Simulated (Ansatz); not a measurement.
CH₇GaSSi (`C[SiH2][S][GaH2]`) from Hartree–Fock to CCSD(T)

| atom | x (Å) | y (Å) | z (Å) |
| --- | --- | --- | --- |
| C1 | 0.7987 | 1.3454 | 0.5894 |
| Si2 | 1.0822 | -0.1857 | -0.4370 |
| S3 | 0.0761 | -1.8967 | 0.3753 |
| Ga4 | -2.0004 | -1.3608 | -0.1115 |
| H5 | 1.1030 | 1.1763 | 1.6243 |
| H6 | 1.3772 | 2.1830 | 0.1902 |
| H7 | -0.2569 | 1.6268 | 0.5815 |
| H8 | 0.6356 | 0.0469 | -1.8365 |
| H9 | 2.5250 | -0.5422 | -0.4527 |
| H10 | -3.0884 | -2.3878 | 0.3273 |
| H11 | -2.2521 | -0.0053 | -0.8503 |

Total charge 0; spin multiplicity 1. Correlated methods include outer-core shells of Ga, which these sets cover unevenly. Scalar relativity is left out up to krypton. All single points use the PBE0-D4/def2-TZVP geometry. It is one conformer, not always the lowest. Frozen core, restricted reference, Ansatz 0.2.0.

```tsv
basis	HF (Eh)	MP2 corr.
def2-SVP	-2651.22439	-0.59165
def2-TZVPP	-2651.75965	-0.71288
def2-QZVPP	-2651.82226	-0.99726
```

Estimate the CCSD correlation energy and the (T) correction in each basis where they were run (hartree).


```csv
basis,CCSD corr.,(T)
def2-SVP,-0.63833,-0.01985
def2-TZVPP,-0.76180,-0.03179
```
